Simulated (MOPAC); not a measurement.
MOPAC input (AM1):

```
AM1 PRECISE GNORM=0.05 LET XYZ CHARGE=-1 GEO-OK AUX(PRECISION=9) THREADS=1
CH9N2Si2

C     2.68581400 1    0.14960200 1   -0.68026800 1
Si    1.43118600 1    0.11190300 1    0.54956100 1
N     0.00970000 1   -0.86564600 1    0.07790800 1
Si   -1.61771600 1   -0.37943000 1    0.12302400 1
N    -2.08701500 1    1.07225700 1   -0.74089500 1
H     2.51529300 1    0.58018600 1   -1.66563900 1
H     3.72812400 1    0.15995300 1   -0.36920600 1
H     1.98749500 1   -0.40019300 1    1.85215000 1
H     0.60693500 1    1.31906400 1    1.02349700 1
H     0.26133700 1   -1.64269200 1   -0.51904800 1
H    -2.44297500 1   -1.47564000 1   -0.46803100 1
H    -2.10407100 1   -0.11637400 1    1.50389800 1
H    -1.68717500 1    1.90861700 1   -0.33078200 1
H    -1.82722200 1    1.06857700 1   -1.72050700 1
```

From the output:

```
                                                       MOPAC v23.2.5 Linux

          FINAL HEAT OF FORMATION =        -48.08619 KCAL/MOL =    -201.19263 KJ/MOL

          COSMO AREA              =        153.57 SQUARE ANGSTROMS
          COSMO VOLUME            =        148.99 CUBIC ANGSTROMS

          GRADIENT NORM           =          0.01698          =       0.00454 PER ATOM
          IONIZATION POTENTIAL    =          1.693611 EV
          HOMO LUMO ENERGIES (EV) =         -1.694  5.709
          NO. OF FILLED LEVELS    =         16
          MOLECULAR WEIGHT        =        105.2665         POINT GROUP:  C1

          MOLECULAR DIMENSIONS (Angstroms)

            Atom       Atom       Distance
            H    13    H     7     7.19880
            H    11    H     9     4.27517
            H     6    H    12     3.32649

          SCF CALCULATIONS        =        156

   ATOM   CHEMICAL          X               Y               Z
  NUMBER   SYMBOL      (ANGSTROMS)     (ANGSTROMS)     (ANGSTROMS)

     1       C          2.90924658  *  -0.10795848  *  -0.41645100  *
     2      Si          1.56038087  *   0.22315333  *   0.45894275  *
     3       N          0.05526427  *  -0.45877365  *  -0.21511360  *
     4      Si         -1.59206135  *  -0.37785659  *   0.14169883  *
     5       N         -2.39359067  *   0.91278346  *  -0.66022033  *
     6       H          3.26864766  *   0.50859961  *  -1.24080231  *
     7       H          3.54735681  *  -0.97625918  *  -0.25016394  *
     8       H          1.56708284  *  -0.29143398  *   1.85551720  *
     9       H          1.22986787  *   1.66828086  *   0.60499082  *
    10       H          0.27390899  *  -0.99130686  *  -1.01914666  *
    11       H         -2.32006851  *  -1.61722550  *  -0.23106595  *
    12       H         -1.90534932  *  -0.26073625  *   1.58243916  *
    13       H         -3.31022833  *   1.20306434  *  -0.46651779  *
    14       H         -1.92918538  *   1.52979710  *  -1.26826460  *

                             CARTESIAN COORDINATES

   1    C        2.909246577    -0.107958483    -0.416451005
   2   Si        1.560380866     0.223153326     0.458942746
   3    N        0.055264273    -0.458773652    -0.215113598
   4   Si       -1.592061352    -0.377856595     0.141698833
   5    N       -2.393590670     0.912783461    -0.660220334
   6    H        3.268647663     0.508599608    -1.240802305
   7    H        3.547356809    -0.976259180    -0.250163942
   8    H        1.567082843    -0.291433978     1.855517202
   9    H        1.229867870     1.668280863     0.604990825
  10    H        0.273908993    -0.991306864    -1.019146660
  11    H       -2.320068510    -1.617225501    -0.231065948
  12    H       -1.905349323    -0.260736249     1.582439157
  13    H       -3.310228326     1.203064338    -0.466517788
  14    H       -1.929185378     1.529797100    -1.268264597

           Empirical Formula: C H9 N2 Si2  =    14 atoms

      MOLECULAR POINT GROUP   :   C1

                  EIGENVALUES
 -28.64728 -26.88967 -20.47856 -13.17967 -12.87350 -11.78248 -10.47994  -9.38211
  -8.61327  -8.18283  -7.71353  -6.21820  -6.00277  -5.93618  -4.81961  -1.69361
   5.70877   5.83223   6.01576   6.61107   7.38599   7.45443   8.11152   9.02254
   9.55872   9.98091  10.54589  11.42485  11.91944

              NET ATOMIC CHARGES AND DIPOLE CONTRIBUTIONS

  ATOM NO.   TYPE          CHARGE      No. of ELECS.   s-Pop       p-Pop
    1          C          -1.090391        5.0904     1.28616     3.80423
    2         Si           1.212156        2.7878     0.75126     2.03658
    3          N          -0.886737        5.8867     1.58667     4.30006
    4         Si           1.280675        2.7193     0.76986     1.94946
    5          N          -0.751731        5.7517     1.51489     4.23684
    6          H           0.051575        0.9484     0.94842
    7          H           0.052117        0.9479     0.94788
    8          H          -0.346629        1.3466     1.34663
    9          H          -0.352803        1.3528     1.35280
   10          H           0.162514        0.8375     0.83749
   11          H          -0.341234        1.3412     1.34123
   12          H          -0.312634        1.3126     1.31263
   13          H           0.154382        0.8456     0.84562
   14          H           0.168741        0.8313     0.83126
 DIPOLE           X         Y         Z       TOTAL
 POINT-CHG.    -7.595     0.207     0.336     7.606
 HYBRID        -0.100     0.286    -1.166     1.204
 SUM           -7.695     0.493    -0.830     7.755

          ATOMIC ORBITAL ELECTRON POPULATIONS

     Atom    s        px        py        pz
    1  C   1.28616   1.28890   1.19865   1.31669
    2 Si   0.75126   0.64617   0.68535   0.70506
    3  N   1.58667   1.26848   1.63275   1.39884
    4 Si   0.76986   0.62101   0.64034   0.68812
    5  N   1.51489   1.18712   1.44851   1.60121
    6  H   0.94842
    7  H   0.94788
    8  H   1.34663
    9  H   1.35280
   10  H   0.83749
   11  H   1.34123
   12  H   1.31263
   13  H   0.84562
   14  H   0.83126

 **********************
 *                    *
 * JOB ENDED NORMALLY *
 *                    *
 **********************

 == MOPAC DONE ==
```

The dipole moment of an ion depends on the origin.

The geometry given is a B3LYP-D3(BJ)/def2-TZVP minimum.
